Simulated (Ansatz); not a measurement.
Program: Ansatz 0.2.0.

A structure relaxed at PBE0-D4/def2-TZVP, charge 0, multiplicity 1:

Cartesian coordinates in Å:
```
C -0.4425 1.5445 -0.9374
N -0.8369 0.6493 0.1620
Al 0.4077 -0.9006 0.4124
O 1.7886 -0.0415 0.9838
O -0.5003 -1.8177 1.5537
O 0.4739 -1.5102 -1.1993
H -1.1444 2.3704 -1.0686
H -0.3825 0.9573 -1.8526
H 0.5488 1.9383 -0.7172
H -1.7692 0.2773 0.0081
H -0.8713 1.1582 1.0402
H 2.6460 -0.1761 0.5865
H -0.1315 -2.0378 2.4062
H 0.2137 -2.4114 -1.3777
```

**Question.** Give its formula and SMILES.

**Answer.** CH8AlNO3, `C[NH2+][Al-]([OH])([OH])[OH]`.

**Question.** Point group (tolerance 0.08 Å, 0.16 Å for H)?

**Answer.** C1.

**Question.** Summarise the bond lengths by kind.

**Answer.** 1 × C–N 1.472 Å; 3 × C–H 1.089 to 1.092 Å; 1 × Al–N 2.003 Å; 2 × H–N 1.015 to 1.016 Å; 3 × Al–O 1.723 to 1.724 Å; 3 × H–O 0.955 Å.
